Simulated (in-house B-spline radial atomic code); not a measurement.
Successive ionisation energies of tellurium; each step leads to the configuration of the next row (after the last: [Kr] 4d4). NIST's values go from ground level to ground level; the uncertainty of those that are theory runs from under 0.1 % in few-electron ions to several per cent in heavy many-electron ones. Computed with an all-electron radial atomic-structure program (B-spline basis): non-relativistic Hartree-Fock, average of the configuration, point nuclei.

This level leaves out relativity, spin-orbit splitting included, which matters for heavy ions.

| ion | configuration | ionisation energy (eV) | tabulated value (eV) | tabulated kind | computed minus tabulated (eV) | highest orbital | largest mean radius (bohr) |
| --- | --- | --- | --- | --- | --- | --- | --- |
| Te | [Kr] 4d10 5s2 5p4 | 8.96 | 9.009808 | measured | -0.05 | 5p | 2.7011 |
| Te+ | [Kr] 4d10 5s2 5p3 | ? | ? | measured | ? | ? | ? |
| Te2+ | [Kr] 4d10 5s2 5p2 | 26.14 | 27.84 | measured | -1.70 | 5p | 2.3927 |
| Te3+ | [Kr] 4d10 5s2 5p1 | 35.81 | 37.4155 | measured | -1.61 | 5p | 2.2848 |
| Te4+ | [Kr] 4d10 5s2 | 54.29 | 59.3 | measured | -5.01 | 5s | 1.9735 |
| Te5+ | [Kr] 4d10 5s1 | 66.67 | 69.1 | tabulated theory | -2.43 | 5s | 1.9116 |
| Te6+ | [Kr] 4d10 | 124.60 | 124.2 | measured | 0.40 | 4d | 0.93932 |
| Te7+ | [Kr] 4d9 | ? | ? | tabulated theory | ? | ? | ? |
| Te8+ | [Kr] 4d8 | 170.43 | 167 | tabulated theory | 3.43 | 4d | 0.89791 |
| Te9+ | [Kr] 4d7 | ? | ? | tabulated theory | ? | ? | ? |
| Te10+ | [Kr] 4d6 | 219.48 | 215 | tabulated theory | 4.48 | 4d | 0.86245 |
| Te11+ | [Kr] 4d5 | 245.14 | 245 | tabulated theory | 0.14 | 4d | 0.84631 |

Question: Fill in the row of Te+.

Answer: ionisation energy (eV): 17.15; tabulated value (eV): 18.6; computed minus tabulated (eV): -1.45; highest orbital: 5p; largest mean radius (bohr): 2.5259.

Question: Fill in the row of Te7+.

Answer: ionisation energy (eV): 147.10; tabulated value (eV): 143; computed minus tabulated (eV): 4.10; highest orbital: 4d; largest mean radius (bohr): 0.91762.

Question: Fill in the row of Te9+.

Answer: ionisation energy (eV): 194.57; tabulated value (eV): 191.1; computed minus tabulated (eV): 3.47; highest orbital: 4d; largest mean radius (bohr): 0.87959.

Question: Where is the largest jump?

Answer: From Te to Te+, by a factor of 1.91 (8.96 to 17.148 eV); the highest orbital goes from 5p to 5p.

Question: How far is this level of theory from the measured and semi-empirical values?

Answer: Over those 6 rows the differences run from -5.01 to +0.401 eV (mean absolute value 1.7 eV). The calculation leaves out relativity, correlation and, in open shells, the multiplet splittings that an average leaves out.
